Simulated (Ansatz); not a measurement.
C$_{6}$H$_{18}$N$_{3}$Y (`C[N](C)[Y]([N](C)C)[N](C)C`). Charge 0, multiplicity 1. Y: def2 effective core potential. The geometry is a stationary point of PBE0-D4/def2-TZVP. It is one conformer, not always the lowest.

```xyz
28

C     1.376   -0.237    2.986
N     0.719   -0.833    1.854
C     0.637   -2.264    2.009
Y    -0.104   -0.006    0.040
N    -0.551   -1.304   -1.625
C    -0.288   -2.695   -1.873
C    -1.234   -0.708   -2.745
N    -0.221    2.134   -0.209
C    -0.427    2.969   -1.360
C    -0.048    2.935    0.977
H     1.462    0.848    2.868
H     2.398   -0.628    3.127
H     0.838   -0.423    3.931
H     1.628   -2.742    2.084
H     0.075   -2.558    2.912
H     0.123   -2.728    1.156
H    -1.212   -3.278   -2.026
H     0.250   -3.152   -1.036
H     0.330   -2.847   -2.774
H    -0.646   -0.754   -3.677
H    -2.201   -1.196   -2.957
H    -1.454    0.353   -2.560
H     0.417    3.659   -1.530
H    -1.329    3.597   -1.268
H    -0.538    2.370   -2.269
H     0.826    3.605    0.915
H     0.096    2.306    1.866
H    -0.922    3.575    1.184
```

Q: What is the dipole moment at B3LYP/def2-TZVPP? (Best estimate.)

A: Computed: 0.49 D, with components (-0.46, -0.03, 0.17) D in this frame, pointing from negative to positive charge.

Q: And with PBE, r2SCAN, ωB97M-V? (Best estimate.)

A: The calculation gave: PBE 0.47 D, r2SCAN 0.49 D, ωB97M-V 0.50 D.

Q: Give the Mulliken charges with B3LYP, PBE, r2SCAN in def2-TZVPP. (Best estimate.)

A: Computed: 
```tsv
atom	B3LYP	PBE	r2SCAN
C1	-0.17	-0.18	-0.05
N2	-0.32	-0.23	-0.29
C3	-0.15	-0.16	-0.03
Y4	0.68	0.50	0.60
N5	-0.32	-0.23	-0.29
C6	-0.17	-0.18	-0.05
C7	-0.15	-0.16	-0.03
N8	-0.32	-0.23	-0.29
C9	-0.17	-0.18	-0.05
C10	-0.15	-0.16	-0.03
H11	0.07	0.07	0.02
H12	0.07	0.07	0.03
H13	0.07	0.07	0.03
H14	0.07	0.07	0.03
H15	0.07	0.07	0.03
H16	0.06	0.06	0.02
H17	0.07	0.07	0.03
H18	0.07	0.07	0.02
H19	0.07	0.07	0.03
H20	0.07	0.07	0.03
H21	0.07	0.07	0.03
H22	0.06	0.06	0.02
H23	0.07	0.07	0.03
H24	0.07	0.07	0.03
H25	0.07	0.07	0.02
H26	0.07	0.07	0.03
H27	0.06	0.06	0.02
H28	0.07	0.07	0.03
```

B3LYP here is the variant with VWN-RPA as its local correlation; programs differ in this.
